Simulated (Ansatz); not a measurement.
Match the barriers

Saddle point of GaNH₈O, closed shell (GaH₃ + H₂O + NH₃ → GaH₃O ([OH][GaH2]) + NH₃ + H₂; bonds formed: H2–H7, H5–N8; dative contacts that become bonds: Ga1–O6; bonds broken: Ga1–H2, H5–O6, H7–N8), PBE0-D4/def2-TZVP structure:

Ga1  (-1.463, 0.466, -0.468)
H2  (-0.109, -0.225, -1.411)
H3  (-2.683, -0.460, -0.826)
H4  (-1.329, 1.991, -0.819)
H5  (0.950, -0.185, 0.920)
O6  (-0.770, 0.113, 1.238)
H7  (0.680, -0.251, -0.816)
N8  (1.631, -0.286, 0.142)
H9  (-1.321, -0.500, 1.726)
H10  (2.142, -1.157, 0.202)
H11  (2.273, 0.495, 0.112)
(Å)

Ansatz 0.2.0; basis: def2-TZVPP, with def2-QZVPP for the basis limit; cores frozen in the correlated methods. Filled d shells of the heavier atoms are correlated. The def2 sets are not built for correlating such inner shells, so the correlated values are less sure here. Extrapolation: Hartree–Fock as exp(−7.88 √X), correlation as X^−2.97. Four methods, as single points on the PBE0-D4 structures, gave these electronic barriers from the start structure: 13.67, 16.66, 20.18, 27.50 kcal/mol.

(1) The methods were, in alphabetical order, BHLYP-D4, HF, PBE-D4, PBE0-D4. Which gave which? (Judge from chemistry; the calculation decides.)

T1 diagnostic: at most 0.013.

Results:

(1) By the calculation: PBE-D4 13.67; PBE0-D4 16.66; BHLYP-D4 20.18; HF 27.50 kcal/mol. For comparison, CCSD(T) at an estimated basis limit (MP2 extrapolated from triple and quadruple zeta, plus CCSD(T) − MP2 in triple zeta) gives 18.91 kcal/mol.

The step is the kind of ligand exchange by which a precursor binds to a hydroxyl group, or is hydrolysed, in atomic layer deposition of oxides.

Labels in which every atom is bracketed show which atoms are joined, not bond orders.

For scale, one of the runs: CCSD(T)/def2-TZVPP, 222 basis functions, launched by `ansatz run in.yaml --threads 4 --pin off --events-out ev --progress --plain --max-ram 9574MiB`. The run took 110 s on 4 CPU threads of an Arm Neoverse V2 (shared host), with 3.6 GiB of host memory at its peak.
